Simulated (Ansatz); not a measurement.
The cluster AlGaAs2. Charge 0, multiplicity 1. Geometry r2SCAN-D4/def2-SVP; atoms count from 1.

```xyz
4

Al   -0.890    1.321    0.427
Ga    1.119   -1.226    0.375
As    1.043    0.874   -0.840
As   -1.271   -0.969    0.037
```

The restricted singlet is unstable towards broken spin symmetry in Hartree–Fock (as tested in another run); at PBE0-D4/def2-TZVP this wasn't settled. Another isomer (singlet) lies 0.94 eV lower at PBE0-D4/def2-TZVP; other spin states weren't run for this one.

Q: Estimate the Mulliken populations from the PBE0/def2-TZVP orbitals of Ansatz.

A: 
```json
{"atom": "Al1", "charge (e)": "0.16"}
{"atom": "Ga2", "charge (e)": "0.19"}
{"atom": "As3", "charge (e)": "-0.17"}
{"atom": "As4", "charge (e)": "-0.17"}
```
Mulliken values depend strongly on the basis.

Q: And the Mayer bond orders between heavy atoms (over 0.3)?

A: Al1–Ga2 0.49 (3.24 Å); Al1–As3 1.19 (2.35 Å); Al1–As4 1.19 (2.35 Å); Ga2–As3 0.91 (2.43 Å); Ga2–As4 0.91 (2.43 Å); As3–As4 0.81 (3.09 Å).
